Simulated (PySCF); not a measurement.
**[Nd(H2O)7]3+ at several levels of theory**

Computed with PySCF 2.14.0 (density fitting, no spin-orbit coupling) at the geometry relaxed with B3LYP:

```xyz
22
[Nd(H2O)7]3+ (singlet in the valence; each metal's 4f electrons, 3 of them, lie in its core potential, out of spins and levels; a saddle point, relaxed within its symmetry)
Nd    0.0000    0.0000    0.0000
O    -0.0010    0.0000    2.4719
H     0.7663    0.0000    3.0796
H    -0.7689    0.0000    3.0789
O    -0.0010    0.0000   -2.4719
H     0.7663    0.0000   -3.0796
H    -0.7689    0.0000   -3.0789
O     2.5217    0.0000    0.0000
H     3.1277    0.0000    0.7651
H     3.1277    0.0000   -0.7651
O     0.7712    2.3855    0.0000
H     0.9410    2.9616    0.7692
H     0.9410    2.9616   -0.7692
O    -2.0332    1.4822    0.0000
H    -2.5024    1.8623    0.7668
H    -2.5024    1.8623   -0.7668
O    -2.0332   -1.4822    0.0000
H    -2.5024   -1.8623    0.7668
H    -2.5024   -1.8623   -0.7668
O     0.7712   -2.3855    0.0000
H     0.9410   -2.9616    0.7692
H     0.9410   -2.9616   -0.7692
```

```tsv
level	basis	state	HOMO (eV)	gap (eV)	charge on Nd1 (e)	population of f-type functions on Nd1 (polarisation alone where 4f lies in the core)	dipole about the centre of mass (D)	largest force component (eV/Å)
B3LYP	Nd lcecp-1-SVP with ECP49, O def2-SVP, H def2-SVP	singlet	-20.38	7.08	1.18	0.06	0.03	0.00
BP86	the same	singlet	-18.89	4.80	1.03	0.06	0.03	0.51
M06-L	the same	singlet	-19.32	5.78	1.46	0.05	0.01	0.19
PBE	the same	singlet	-18.78	4.79	1.01	0.06	0.03	0.46
BLYP	the same	singlet	-18.67	4.80	0.98	0.06	0.03	0.47
```

In the lcecp rows the 4f levels are missing from HOMO and gap, and the state counts the valence alone.

Charges are Mulliken's, which hang on the basis. The relaxation used the grid (50, 194), these runs (75, 302) or, all-electron (x2c bases, spin-free X2C Hamiltonian), (99, 590).

**Question.** What does B3LYP with Nd lcecp-1-TZVP with ECP49, O def2-TZVP, H def2-TZVP give here?

**Answer.** state singlet, HOMO (eV) -20.50, gap (eV) 7.14, charge on Nd1 (e) 2.03, population of f-type functions on Nd1 (polarisation alone where 4f lies in the core) 0.08, dipole about the centre of mass (D) 0.03, largest force component (eV/Å) 0.38. Time: 67 s on 4 threads of Arm Neoverse V1, on a shared host, from free ions and atoms.

In the first row's basis the gap widens with exact exchange: 4.8 to 5.8 eV for PBE, BP86, BLYP, M06-L (none); 7.1 eV for B3LYP (a fixed share).

An lcecp potential fixes the number of 4f electrons, so in runs with it no electron can move into or out of that shell.
